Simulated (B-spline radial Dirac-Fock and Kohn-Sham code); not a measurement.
## Free-atom binding energies and absorption edges of Cs

These are calculated numbers from a B-spline atomic structure program; the model is Dirac-Fock (average of configuration) total-energy differences with a finite nucleus, the Breit interaction including its frequency dependence, and self-energy and vacuum-polarisation corrections. The model has no electron correlation.

Two models are given for [Xe] 6s1. In the first the electron is removed to infinity. In the second it is placed in the 6s shell, so that the atom stays neutral; this mimics a hole screened by valence charge, or the onset of absorption below the ionisation limit. The tabulated edges (Elam, Ravel and Sieber, Radiat. Phys. Chem. 63, 121 (2002)) refer to the element in its standard state, with the Fermi level as zero for a metal.

| level | ionised (eV) | screened (eV) | tabulated (eV) |
| --- | --- | --- | --- |
| K | 35988.7 | 35984.4 | 35985.0 |
| L1 | 5727.5 | 5723.2 | 5714.0 |
| L2 | 5366.6 | 5362.4 | 5359.0 |
| L3 | 5018.8 | 5014.6 | 5012.0 |
| M1 | 1226.5 | 1222.3 | 1211.0 |
| M2 | 1075.9 | 1071.7 | 1071.0 |
| M3 | 1007.9 | 1003.6 | 1003.0 |
| M4 | 746.0 | 741.8 | 740.5 |
| M5 | 732.1 | 727.8 | 726.6 |
| N1 | 246.8 | 242.6 | 232.3 |
| N2 | 190.9 | 186.6 | 172.4 |
| N3 | 177.0 | 172.8 | 161.3 |
| N4 | 84.21 | 79.98 | 79.80 |
| N5 | 81.95 | 77.72 | 77.50 |

Task: Which of the two models lies closer to the table on average?

Result: The screened model lies closer: the mean absolute deviations are 9.0 eV (ionised) and 4.8 eV (screened). Screening lowers the levels by 4.2 eV on average.
